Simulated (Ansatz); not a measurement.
One change: `OCN[SiH2]O` becomes `O=CN[SiH2]O`.

Ansatz, PBE0-D4/def2-TZVP geometries, multiplicity 1. Each molecule was computed in one conformer, which needn't be the lowest.

```
                                      property  `OCN[SiH2]O`
            LUMO energy (PBE0/def2-TZVPP) / eV          0.76
           HOMO–LUMO gap (PBE/def2-TZVPP) / eV          6.14
size of the dipole moment (PBE/def2-TZVPP) / D          3.02
            HOMO energy (PBE0/def2-TZVPP) / eV         -7.67
             LUMO energy (PBE/def2-TZVPP) / eV         -0.09
         LUMO energy (ωB97M-V/def2-TZVPP) / eV          2.18
```

**Question.** Give the same properties after the change, and the shifts. (An estimate is asked.)

**Answer.** Ansatz gave: 
```tsv
property	`O=CN[SiH2]O`	shift
LUMO energy (PBE0/def2-TZVPP) / eV	-0.28	-1.04
HOMO–LUMO gap (PBE/def2-TZVPP) / eV	5.04	-1.10
size of the dipole moment (PBE/def2-TZVPP) / D	2.81	-0.21
HOMO energy (PBE0/def2-TZVPP) / eV	-8.02	-0.35
LUMO energy (PBE/def2-TZVPP) / eV	-1.34	-1.25
LUMO energy (ωB97M-V/def2-TZVPP) / eV	1.77	-0.41
```

With PBE0 the HOMO falls by 0.35 eV and the LUMO falls by 1.04 eV, so the gap narrows by about 0.69 eV. PBE moves the HOMO by -0.15 eV and ωB97M-V by -0.40 eV. Dipoles are sizes alone; their direction can turn.
